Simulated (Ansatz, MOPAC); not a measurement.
System: Si2H4, charge 0, multiplicity 1. SMILES: [SiH][SiH3]

Atoms: Si1, H2, Si3, H4, H5, H6. Bonds: Si1-H2, Si1-Si3, Si3-H4, Si3-H5, Si3-H6.

Bond lengths (Å) and angles (degrees) optimised at PM3 with MOPAC; MNDO with MOPAC; HF/STO-3G with Ansatz (an electronic-structure program); HF/6-31G* with Ansatz; B3LYP/LANL2DZ with Ansatz; MP2/6-31G* with Ansatz, each started from the B3LYP-D3(BJ)/def2-TZVP structure (Ansatz) of the last column. A row stands for all coordinates that are equal there; 7 of 9 kinds are shown. 6-31G* holds six Cartesian d functions. At PM3 the structure is a saddle point. No wavenumbers were computed at MNDO, HF/STO-3G, B3LYP/LANL2DZ, MP2/6-31G*, so these may be saddle points.

```tsv
coordinate	PM3	MNDO	HF/STO-3G	HF/6-31G*	B3LYP/LANL2DZ	MP2/6-31G*	B3LYP-D3(BJ)/def2-TZVP
Si1-H2	1.511	1.357	1.459	1.509	1.537	1.521	1.524
Si1-Si3	2.406	2.075	2.292	2.400	2.434	2.386	2.397
Si3-H4	1.489	1.376	1.427	1.482	1.491	1.492	1.489
Si3-H6	1.487	1.376	1.425	1.479	1.484	1.488	1.485
H2-Si1-Si3	94.5	175.6	91.7	92.0	91.3	89.9	88.3
Si1-Si3-H4	110.2	110.0	111.7	109.9	110.1	109.5	109.4
Si1-Si3-H6	114.2	113.1	113.9	112.8	112.8	114.0	114.3
```

Mean signed difference of all 5 bond lengths from B3LYP-D3(BJ)/def2-TZVP: PM3 0.000 Å, MNDO -0.165 Å, HF/STO-3G -0.071 Å, HF/6-31G* -0.006 Å, B3LYP/LANL2DZ 0.011 Å, MP2/6-31G* -0.001 Å.
